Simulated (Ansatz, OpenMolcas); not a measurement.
## A ladder of methods for CH6BNO2 (SMILES OBNCO)

CH6BNO2 has 11 atoms, charge 0, and is taken as a singlet. As SMILES, `OBNCO`. Geometry: relaxed at PBE0-D4/def2-TZVP. This is a higher conformer, about 10 kJ/mol above the lowest found by a separate search.

Each level gives the HOMO–LUMO gap (eV). The values are calculated.

```csv
level,kind,program,value (eV),CPU time
SVWN5/def2-SVP,LDA,Ansatz,5.92,5.5 s
BLYP/def2-SVP,GGA,OpenMolcas,5.85,55 s
M06-L/def2-SVP,meta-GGA,OpenMolcas,6.95,66 s
r2SCAN/def2-SVP,meta-GGA,Ansatz,6.91,14 s
M06-2X/def2-SVP,hybrid meta-GGA,OpenMolcas,10.61,69 s
PBE0/def2-SVP,global hybrid,Ansatz,8.44,9.9 s
CAM-B3LYP/def2-SVP,range-separated hybrid,Ansatz,10.75,11 s
wB97M-V/def2-SVP,range-separated hybrid,Ansatz,12.53,88 s
```

The values span 5.85 to 12.53 eV. Orbital gaps aren't excitation energies; they tend to grow with the share of exact exchange. CPU times are rough (shared hosts, several kinds of processor and program).
